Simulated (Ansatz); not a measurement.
Reaction (isomerisation): `C/C=C/[SiH2][SiH3]` → `C1C[SiH2][SiH2]C1`

Gas-phase electronic energies from Ansatz, PBE0-D4/def2-TZVP geometries. CCSD(T)/CBS adds triple-zeta CCSD(T) − MP2 to the extrapolated MP2 energy (def2 sets, frozen cores). DFT in def2-TZVPP. Each species was taken in one conformer, which may not be the lowest.

`C/C=C/[SiH2][SiH3]`:

```xyz
15

C    -1.134    1.742   -1.958
C    -0.756    0.473   -1.277
C    -0.660    0.299    0.042
Si   -0.146   -1.302    0.826
Si    1.906   -1.071    1.934
H    -2.024    1.599   -2.579
H    -0.337    2.075   -2.630
H    -1.337    2.539   -1.240
H    -0.545   -0.369   -1.936
H    -0.874    1.153    0.685
H    -0.026   -2.342   -0.234
H    -1.160   -1.758    1.821
H     2.982   -0.721    0.967
H     2.288   -2.332    2.629
H     1.823    0.014    2.950
```

`C1C[SiH2][SiH2]C1`:

```xyz
15

C     0.624   -1.166   -0.004
C     0.811   -0.195    1.169
Si   -0.669    0.993    1.221
Si   -1.081    0.780   -1.070
C     0.364   -0.425   -1.323
H    -0.222   -1.831    0.209
H     1.500   -1.815   -0.102
H     1.719    0.399    1.013
H     0.943   -0.731    2.112
H    -1.764    0.458    2.078
H    -0.307    2.347    1.720
H    -0.960    2.012   -1.896
H    -2.387    0.136   -1.386
H     1.250    0.159   -1.597
H     0.179   -1.123   -2.143
```

CCSD(T)/CBS gives -0.84 eV.

(1) Another level gave -0.84 eV. Which?
A. ωB97M-V/def2-TZVPP
B. PBE0-D4/def2-TZVPP
C. HF/def2-TZVPP
D. r2SCAN/def2-TZVPP

Largest T1 diagnostic among the species: 0.012.

## Answers

(1) D. r2SCAN -0.84, ωB97M-V -0.88, HF/def2-TZVPP -0.49, PBE0-D4 -0.96 eV.

In def2-TZVPP, CCSD(T) changes the Hartree–Fock value by −0.32 eV (the triples alone add −0.01 eV) and MP2 by −0.44 eV. From PBE to PBE0 (25 % exact exchange), in def2-TZVPP and without D4, ΔE moves by −0.11 eV.

CCSD(T)/CBS has its own doubt, a few kJ/mol and more with outer-core shells, so smaller differences from it don't rank the levels.
